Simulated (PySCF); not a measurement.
B(NCO)2(OH) (C2HBN2O3), SMILES O=C=NB(O)N=C=O.

Geometry: r2SCAN-D4/def2-SVP. Other conformers were not sampled.

Computed with PBE/def2-TZVP (PySCF).

Symmetry labels are those of the subgroup Cs that the program uses (full group Cs).

Problem. List the valence orbital energies around the gap with their symmetry. (Estimate from the structure and the level; the computed values follow.)

Solution. 
| orbital | symmetry | energy (eV) |
|---|---|---|
| HOMO−7 | A" | -11.65 |
| HOMO−6 | A' | -11.49 |
| HOMO−5 | A" | -9.82 |
| HOMO−4 | A' | -9.72 |
| HOMO−3 | A' | -8.13 |
| HOMO−2 | A" | -7.98 |
| HOMO−1 | A" | -7.67 |
| HOMO | A' | -7.56 |
| LUMO | A" | -2.01 |
| LUMO+1 | A' | -0.87 |
| LUMO+2 | A' | -0.44 |
| LUMO+3 | A' | -0.10 |
